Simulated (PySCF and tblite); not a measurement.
Values are calculated unless marked as measured or tabulated.
System: C₄H₈F₂OSi, numbered as in [O:1]=[CH:2][C@@H:3]([F:4])[C@H:5]([SiH3:6])[CH2:7][F:8].

For the rotation about the C3–C5 bond (torsion C2–C3–C5–Si6 from 52° to -83°, falling): electronic barrier 5.47 kcal/mol, zero-point change -0.08 kcal/mol, thermal and entropy terms at 400 K a further 0.65 kcal/mol (symmetry numbers apart). The minimum is C1, the saddle C1. Level: PBE0/pcSseg-1 + D3(BJ) on GFN2-xTB stationary points, with GFN2-xTB thermal terms. Rate constants are transition-state-theory values, counting equivalent paths, without tunnelling. Programs: tblite and PySCF.

(1) How many equivalent paths lead out of the minimum?

(2) Work out the rate at 400 K.

Answers

(1) 1: the symmetry number of the minimum is 1, that of the saddle displaced along its mode 1.

(2) ΔG‡ = 6.04 kcal/mol; k_B T/h = 8.3×10¹² s⁻¹; exp(−ΔG‡/RT) = 0.0005; times 1 gives k = 4.2×10⁹ s⁻¹. Wigner's tunnelling factor for the 43i cm⁻¹ mode would be 1.00.
